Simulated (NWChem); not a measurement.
Species: CH2Cl2O2Si; SMILES O=C[Si](Cl)(O)Cl

```xyz
8

O      0.3432    -2.6456     0.0000
C      0.9352    -1.5797     0.0000
Si    -0.1688    -0.0045     0.0000
O     -1.7020    -0.5817     0.0000
Cl     0.2139     1.1314     1.6734
Cl     0.2139     1.1314    -1.6734
H      2.0460    -1.5511     0.0000
H     -1.6978    -1.5577     0.0000
```
Atoms are numbered in this order, from 1.

Results from NWChem. Medium grid unless said otherwise, to which SCAN and Minnesota functionals are sensitive. Structure relaxed at the B3LYP/6-31G* (spherical d) level.

Task: Order these by “dipole (D)”, lowest first: OLYP/def2-SVP; LDA (Slater exchange, PW92)/def2-SVP; MPW1K/def2-SVP.

Result: OLYP/def2-SVP (1.22), LDA (Slater exchange, PW92)/def2-SVP (1.31), MPW1K/def2-SVP (1.46)
